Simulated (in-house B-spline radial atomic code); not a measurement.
A run on S IV (S3+) (an excited or competing configuration) that did not converge. Method: non-relativistic wB97X, spin-polarised, spherical fractional occupations, exact exchange averaged over the configuration, point nucleus; computed with a B-spline radial code for spherical atoms.

Command:
```bash
python run_scf.py task.json out
```
Settings:
```
Z                16
configuration    [Ne] 3s1 3p1 4p1
hamiltonian      nr
method           wb97x
spin_polarised   True
exact_exchange   averaged over the configuration
```

First and last ten iterations of the last attempt (damped for 15 steps, keeping 80 % of the old Fock matrix, then DIIS):
```
 iter        energy (Eh)    residual
    1        -392.797554    2.62e-01
    2        -394.092150    1.25e-01
    3        -394.177305    9.23e-02
    4        -394.224236    6.77e-02
    5        -394.249808    4.96e-02
    6        -394.263594    3.64e-02
    7        -394.270948    2.66e-02
    8        -394.274825    1.95e-02
    9        -394.276834    1.43e-02
   10        -394.277848    1.25e-02
  111        -394.276917    1.88e-05
  112        -394.276917    8.14e-06
  113        -394.276917    6.28e-06
  114        -394.276917    8.95e-06
  115        -394.276917    8.25e-06
  116        -394.276917    8.73e-06
  117        -394.276917    8.57e-06
  118        -394.276917    9.82e-06
  119        -394.276917    5.80e-06
  120        -394.276917    9.43e-06
 not converged after 120 iterations
```

The smallest residual met was 3.1e-06; the threshold is about 2e-07. Over the last five steps the energy moves by less than 1e-08 hartree, but the orbitals didn't meet the threshold. Cost of the run: 6.6 s on 1 thread of Arm Neoverse N1 (shared host).
